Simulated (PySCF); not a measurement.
Simulation results for AlB₂H₄O

Computed with PySCF 2.14.0. Calculation on a computer-drawn molecule: the log of a Hartree-Fock and frozen-core CCSD(T) single point meant for a local Hartree-Fock minimum, with one planted fault or none, to be diagnosed. Offsets are logged minus clean, where the clean run is the same molecule without the fault. The reference is restricted for singlets and unrestricted otherwise, and also for a bond in bohr or an excited solution. Adding or removing an electron swaps singlet and doublet. The excited solution moves the top pair (singlet) or top alpha electron (doublet) to the lowest empty orbital. Highest occupied and lowest empty are orbital energies over both spins, largest force is the largest gradient component, triples share is (T) over the correlation energy, the T1 limit is 0.02 restricted and 0.045 unrestricted, electrons count all cores, a negative frequency is imaginary (commonest isotopes), and the dipole is about the centre of nuclear charge.

```xyz
8
formula=AlB2H4O meant_charge=0 meant_multiplicity=2 meant_basis=cc-pV(D+d)Z logged_electrons=34 logged_basis_functions=85 logged_SCF_converged=yes logged_spin_squared=0 logged_highest_occupied=-14.667 logged_lowest_empty=-6.8066 logged_largest_force=0.13514 logged_T1_diagnostic=0.028275 logged_D1_diagnostic=0.10305 logged_triples_share=0.030857 logged_CC_converged=yes logged_dipole_magnitude=10.249 logged_SCF_stable_within_its_kind=yes logged_energy_HF=-368.16727 logged_energy_CCSD(T)=-368.61162 possible_faults=no_fault,one_electron_removed,one_electron_added,multiplicity_raised_by_two,geometry_at_a_saddle_point,SCF_held_on_an_excited_solution,minimal_basis_STO-3G,one_bond_length_entered_in_bohr,all_coordinates_scaled planted_fault=one_electron_removed HF_energy_offset_from_clean_run=184.3 CCSD(T)_energy_offset_from_clean_run=181.8
B      1.9245     3.2543     1.4754
O      1.3356     2.0412     1.4291
B      0.3471     1.6163     0.5577
Al    -0.3954    -0.4122     0.7457
H      2.7775     3.5041     2.2856
H     -0.0349     2.4229    -0.2572
H      0.2718    -1.6075    -0.0576
H     -1.6341    -0.7484     1.6795
```

Units: logged_highest_occupied, logged_lowest_empty in eV; logged_largest_force in hartree/bohr; logged_dipole_magnitude in debye; logged_energy_HF, logged_energy_CCSD(T) in hartree; HF_energy_offset_from_clean_run, CCSD(T)_energy_offset_from_clean_run in kcal/mol.

Drawn bonds:
| atom | other atom | order |
| --- | --- | --- |
| 1 | 2 | 1 |
| 2 | 3 | 1 |
| 3 | 4 | 1 |
| 1 | 5 | 1 |
| 3 | 6 | 1 |
| 4 | 7 | 1 |
| 4 | 8 | 1 |

Notes: T1 above single-reference limit.
